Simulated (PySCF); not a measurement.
**Field gradients at the hydrogen positions**

C5H6F2.
Cartesian coordinates in Å at the GFN2-xTB level; atoms count from 1:
```xyz
13
C5H6F2 angstrom
C      1.535   -1.043    1.558
C      0.717   -0.486    0.727
C     -0.109    0.073   -0.109
C     -0.404    1.550   -0.083
F     -1.690    1.767    0.367
C     -0.831   -0.711   -1.173
F     -0.327   -0.395   -2.419
H      2.587   -1.133    1.342
H      1.199   -1.441    2.502
H     -0.351    1.972   -1.092
H      0.266    2.084    0.596
H     -0.700   -1.788   -1.041
H     -1.895   -0.449   -1.192
```

Level: PBE0/pcSseg-1 (PySCF, non-relativistic); Q(2H) = 0.00286 b; rigid geometry, the same for H and D, with no vibrational averaging.

Problem. Rank these positions by the coupling χzz of a deuteron there, largest first.
A. H8 (hydrogen on carbon)
B. H10 (methylene hydrogen)
C. H12 (methylene hydrogen)

Solution. A (226 kHz), C (194 kHz), B (190 kHz).

Problem. What are Vzz, η and χzz (234.96 MHz × Q × Vzz) at all hydrogens?

Solution. 
| atom | bonded to | bond length (Å) | Vzz (au) | η | χzz (kHz) |
| --- | --- | --- | --- | --- | --- |
| H8 | C1 | 1.078 | 0.3359 | 0.05 | 226 |
| H9 | C1 | 1.078 | 0.3359 | 0.05 | 226 |
| H10 | C4 | 1.096 | 0.2832 | 0.06 | 190 |
| H11 | C4 | 1.093 | 0.2893 | 0.06 | 194 |
| H12 | C6 | 1.093 | 0.2892 | 0.06 | 194 |
| H13 | C6 | 1.096 | 0.2832 | 0.06 | 190 |

Geometry: GFN2-xTB, one conformer, isolated molecule. GFN2-xTB bond lengths can be off by several hundredths of an ångström, more for odd bonds, and the gradients follow them. With so small a basis the couplings can be 20 % off.

These values come from a run that also computed NMR shieldings. On Arm Neoverse V1, one thread, shared host, this took 15 s wall.
